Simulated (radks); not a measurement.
The numbers below are computed, except where a source is named.
Numerical settings for neutral tellurium, [Kr] 4d10 5s2 5p4. Code: a radial shooting solver on a logarithmic mesh with Libxc functionals. Model: Dirac Kohn-Sham, PBE, spin-unpolarised, spherical densities, finite nucleus; open shells are shared between the two j in proportion to 2j + 1; Fermi nuclear charge, rms radius 4.7423 fm. The defaults (mesh step 0.008 in ln r, mesh end at 40 bohr or more with all orbitals vanishing there, Anderson mixing 0.5 over 9 steps, residual threshold near 1e-9 with the energy settled to 1e-9 hartree or 1e-11 of itself, here a cap of 83 iterations) give E = -6796.5938 hartree and 5p3/2 at -5.708 eV in 13 iterations. Run on one thread of a shared host, so times are rough (Arm Neoverse V1): 0.13 s of CPU time, 0.13 s wall, 13 iterations on 2437 mesh points. Changes against that run (0 stands for a change within the tolerance of the run):

| setting | iterations | converged | E (mhartree) | e(5p3/2) (meV) | CPU (s) |
|---|---|---|---|---|---|
| mesh step in ln r 0.003 | 15 | yes | 0 | 0 | 0.37 |
| mesh step in ln r 0.03 | 14 | yes | +0.00528 | 0 | 0.05 |
| mesh step in ln r 0.2 | 4 | no | diverged | - | 0.01 |
| mesh end (bohr) 12 | 13 | yes | +0.0134 | +1.42 | 0.12 |
| mesh end (bohr) 8 | 13 | yes | +2.5 | +123 | 0.12 |
| residual threshold 1e-13 | 24 | yes | 0 | 0 | 0.18 |
| residual threshold 0.01 | 9 | yes | 0 | 0 | 0.11 |
| mixing 1 | 13 | yes | 0 | 0 | 0.13 |
| linear mixing, mixing 0.5 | 30 | yes | 0 | 0 | 0.23 |
| linear mixing, mixing 1 | 83 | no | +4.12e+04 | -2.61e+05 | 2 |
| mixing history 3 | 16 | yes | 0 | 0 | 0.15 |
| iteration cap 2 | 2 | no | +59 | -4.49e+03 | 0.03 |

Settings that end as converged yet miss the energy by more than 1 mhartree: mesh end (bohr) 8 (+0.0025 hartree). A mesh that ends early acts as a hard wall.
